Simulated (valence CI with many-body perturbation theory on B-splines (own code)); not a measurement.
Tc²²⁺: one-electron terms

Method: valence CI with perturbative core correlation (CI+MBPT): three valence electrons over a frozen Dirac-Fock core [Ar], radial functions for each j: 9 s, 9 p, 10 d, 8 f, 5 g, 3 h, 1 i, with the one-electron correlation potential Σ1, the two-electron term Σ2, the three-electron term Σ3, Breit, model QED; selected CI, second order for the rest (own B-spline code, finite nucleus).

No measured levels were compared; by estimate terms of the open shell hold to 2 to 4 % of their energy, and close levels can change places. Only levels of the ground parity were solved; by the run's estimate the other parity begins above the list, which can be wrong where configurations are misplaced.

These are the spectroscopic orbitals of the CI (the correlating ones are not listed), shaped by the core and the other valence electrons. h is the expectation value of the core's Dirac-Fock operator, without the valence repulsion; Σ1 is computed up to l = 3 at one energy for each symmetry, that of its lowest orbital but kept below the first core excitation, so for empty shells it is not the orbital's own correlation shift; Breit and QED include the response of the core.

| Orbital | h (hartree) | Σ1 (cm⁻¹) | Breit (cm⁻¹) | QED (cm⁻¹) | ⟨r⟩ (bohr) |
| --- | --- | --- | --- | --- | --- |
| 4s1/2 | -25.503 | -7456 | 1640 | 1177 | 0.7772 |
| 5s1/2 | -15.338 | -2711 | 773 | 560 | 1.288 |
| 6s1/2 | -10.252 | -1329 | 419 | 307 | 1.933 |
| 4p1/2 | -24.226 | -8917 | 2584 | -85.5 | 0.7825 |
| 5p1/2 | -14.723 | -3243 | 1253 | -40.3 | 1.307 |
| 6p1/2 | -9.9104 | -1592 | 694 | -22.0 | 1.966 |
| 4p3/2 | -23.906 | -8676 | 1635 | 30.3 | 0.7940 |
| 5p3/2 | -14.572 | -3203 | 792 | 15.5 | 1.322 |
| 6p3/2 | -9.8272 | -1582 | 453 | 8.8 | 1.983 |
| 3d3/2 | -42.78 | -22084 | 3021 | -374 | 0.3410 |
| 4d3/2 | -21.981 | -8592 | 1036 | -95.4 | 0.7806 |
| 5d3/2 | -13.669 | -3373 | 511 | -44.3 | 1.335 |
| 3d5/2 | -42.581 | -21619 | 1191 | -249 | 0.3433 |
| 4d5/2 | -21.915 | -8474 | 457 | -58.0 | 0.7834 |
| 5d5/2 | -13.637 | -3321 | 223 | -26.3 | 1.338 |
| 4f5/2 | -20.199 | -16435 | 17.8 | -47.5 | 0.7265 |
| 5f5/2 | -12.864 | -6938 | 7.3 | -24.0 | 1.303 |
| 4f7/2 | -20.182 | -15546 | -144 | -35.3 | 0.7276 |
| 5f7/2 | -12.854 | -6541 | -66.9 | -17.5 | 1.304 |
| 5g7/2 | -12.471 |  | 0.1 | -4.2 | 1.186 |
| 5g9/2 | -12.467 |  | -12.2 | -1.3 | 1.186 |

Among the shells of the start configuration 3d3, Σ1 is largest in size for 3d3/2, where it is 0.24 % of h.

Lowest root of each symmetry, sizes in configuration state functions:

```tsv
J	Parity	Roots	Reference	Variational	Second order	Change by selected CI (cm⁻¹)	Change by second order (cm⁻¹)
1/2	even	2	43	3451	765	-5140	0
3/2	even	5	71	6470	5055	-3748	0
5/2	even	5	79	7824	10530	-3423	-1
7/2	even	3	66	7648	7317	-3472	-1
9/2	even	3	49	6835	1824	-3818	-1
11/2	even	1	25	4777	2091	-5522	-2
```
